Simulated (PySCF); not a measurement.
Method: PySCF with PBE-D3(BJ)/def2-TZVP // r2SCAN-D4/def2-SVP. Gas-phase values, no solvent. One relaxed conformer stands for a flexible species; it need not be the lowest. 

Reference species: [Hf(NH2)2(H)2] (neutral, multiplicity 1).

```json
{
 "coordination_number": "4",
 "HOMO": "-6.10 eV",
 "charge on the central atom (Mulliken)": "0.90 e"
}
```

After one change: the coordination number is nearly the same; the HOMO rises by 0.36 eV; the charge on the central atom (Mulliken) increases by 0.15 e.

Question: Which change was made? The new species is one of these.
(A) [Hf(H)4]
(B) [Hf(NH2)3(H)]
(C) [Hf(NH2)(H)3]

Answer: B, [Hf(NH2)3(H)]
